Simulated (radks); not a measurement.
Results of a calculation; reference values are marked as such.
Problem. The mean radii <r> (bohr) of the occupied orbitals of an atom or ion are listed with their occupations. Level of theory: scalar-relativistic Kohn-Sham, PBE, spin-polarised, spherical densities, point nucleus (a radial shooting solver on a logarithmic mesh with Libxc functionals).

| orbital | occ. | <r> |
|---|---|---|
| 1s up | 1 | 1.542 |

Name the element and its charge.

Solution. Z = 1, hydrogen, charge 0: H in 1s(up 1, down 0). The 1s radius gives Z: for a bare nucleus <r> = (2 gamma + 1)/(2Z) with gamma = sqrt(1 - (Z/c)^2), 1.5 bohr for Z = 1, and the self-interaction of the functional makes it slightly larger (1.542 here). The occupations add up to 1, and the charge is Z minus that.
